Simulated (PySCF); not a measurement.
A structure optimised at B3LYP-D3(BJ)/def2-SVP, used in a PySCF frequency run:

```xyz
11

Cl     1.8799    -0.0296    -0.9420
Si     0.4759    -0.0793     0.5821
C     -0.8854    -1.3546     0.2864
C     -2.0428    -0.4320    -0.0478
C     -1.7893     0.8799     0.0812
O     -0.5373     1.2813     0.4881
H      1.2122    -0.0730     1.8633
H     -1.0845    -1.9669     1.1847
H     -0.6431    -2.0535    -0.5312
H     -3.0165    -0.8041    -0.3716
H     -2.4865     1.6997    -0.1050
```
Charge 0, spin multiplicity 1.

Problem. Write its SMILES and formula.

Solution. Cl[Si@@H]1CC=CO1, C3H5ClOSi

Problem. What are its rotational constants (standard atomic weights)?

Solution. 4.7654, 1.6663, 1.4841 GHz
